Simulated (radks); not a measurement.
Q: The mean radii <r> (bohr) of the occupied orbitals of an atom or ion are listed with their occupations. Method: Dirac Kohn-Sham, LDA (Slater exchange, Perdew-Zunger correlation), spin-unpolarised, spherical densities, finite nucleus; Fermi nuclear charge, rms radius of each element as measured or else 0.836 A^(1/3) + 0.57 fm; computed with a radial shooting solver on a logarithmic mesh with Libxc functionals.

orbital  occ.      <r>
1s1/2       2  0.04280
2s1/2       2   0.1895
2p1/2       2   0.1628
2p3/2       4   0.1667
3s1/2       2   0.5518
3p1/2       2   0.5566
3p3/2       4   0.5671
3d3/2       4   0.5833
3d5/2       6   0.5872
4s1/2       2    1.503
4p1/2       1    1.670

Name the element and its charge. Open shells, if any, fill j = l - 1/2 first.

A: Z = 35, bromine, charge +4: Br4+ in [Ar] 3d10 4s2 4p1. The 1s radius gives Z: for a bare nucleus <r> = (2 gamma + 1)/(2Z) with gamma = sqrt(1 - (Z/c)^2), 0.04191 bohr for Z = 35, and screening makes it slightly larger (0.04280 here). The occupations add up to 31, and the charge is Z minus that.
